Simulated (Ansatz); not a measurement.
`SC1BO1`. The species carries charge 0 and has multiplicity 1.

Cartesian coordinates in Å:
```
S 1.581 0.902 0.140
C 0.269 -0.047 -0.551
B -1.003 -0.453 0.158
O -0.054 -1.376 0.108
H 0.897 1.467 1.148
H 0.396 -0.173 -1.621
H -2.086 -0.320 0.618
```

(1) List the harmonic frequencies (cm⁻¹, unscaled) at PBE0-D4/def2-TZVP in Ansatz. (Best estimate.)

(2) Is this a minimum?

(3) Give the ideal-gas thermochemistry at 298.15 K and 1 bar (rigid rotor, harmonic oscillator; point group C1, symmetry number 1).

## Answers

(1) The calculation gave: 241, 308, 361, 642, 690, 796, 883, 966, 1006, 1183, 1279, 1457, 2699, 2748, 3174.

(2) Yes, all 15 modes are real.

(3) Zero-point energy 110.2 kJ/mol; H(298) − E = 124.8 kJ/mol; entropy 288.4 J/(mol·K), of which translation 162.5, rotation 102.3, vibration 23.6; G(298) − E = 38.8 kJ/mol.
